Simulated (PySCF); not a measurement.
Al$_{2}$FH$_{2}$O (calculated)

All values are calculated (PySCF 2.14.0). Calculation on a computer-drawn molecule: the log of a Hartree-Fock and frozen-core CCSD(T) single point meant for a local Hartree-Fock minimum, with one planted fault or none, to be diagnosed. Offsets are logged minus clean, where the clean run is the same molecule without the fault. The reference is restricted for singlets and unrestricted otherwise, and also for a bond in bohr or an excited solution. Adding or removing an electron swaps singlet and doublet. The excited solution moves the top pair (singlet) or top alpha electron (doublet) to the lowest empty orbital. Highest occupied and lowest empty are orbital energies over both spins, largest force is the largest gradient component, triples share is (T) over the correlation energy, the T1 limit is 0.02 restricted and 0.045 unrestricted, electrons count all cores, a negative frequency is imaginary (commonest isotopes), and the dipole is about the centre of nuclear charge.

Al$_{2}$FH$_{2}$O

Logged structure:
```xyz
6
Al2FH2O
F      1.5131    -1.0997     0.9722
Al     0.9717     0.4670     1.0225
O      0.0584     1.0349    -0.2575
Al    -0.8539     1.5108    -1.5936
H      0.5448     2.7241    -3.9241
H     -2.4161     1.3142    -1.5534
```

- meant charge: 0
- meant multiplicity: 2
- meant basis: cc-pV(D+d)Z
- logged electrons: 45
- logged basis functions: 84
- logged SCF converged: yes
- logged spin squared: 1.5533
- logged highest occupied: -8.35 eV
- logged lowest empty: 0.66957 eV
- logged largest force: 0.0085569 hartree/bohr
- logged T1 diagnostic: 0.055246
- logged D1 diagnostic: 0.25913
- logged triples share: 0.024493
- logged CC converged: yes
- logged dipole magnitude: 1.912 debye
- logged SCF stable within its kind: yes
- logged energy HF: -659.37199 hartree
- logged energy CCSD(T): -659.86979 hartree
- possible faults: no fault, one electron removed, one electron added, multiplicity raised by two, geometry at a saddle point, SCF held on an excited solution, minimal basis STO-3G, one bond length entered in bohr, all coordinates scaled
- planted fault: one bond length entered in bohr, row 4 of the drawn bonds
- HF energy offset from clean run: 63.34 kcal/mol
- CCSD(T) energy offset from clean run: 68.71 kcal/mol

Drawn bonds:
| atom | other atom | order |
| --- | --- | --- |
| 1 | 2 | 1 |
| 2 | 3 | 1 |
| 3 | 4 | 1 |
| 4 | 5 | 1 |
| 4 | 6 | 1 |

Notes: T1 above single-reference limit.
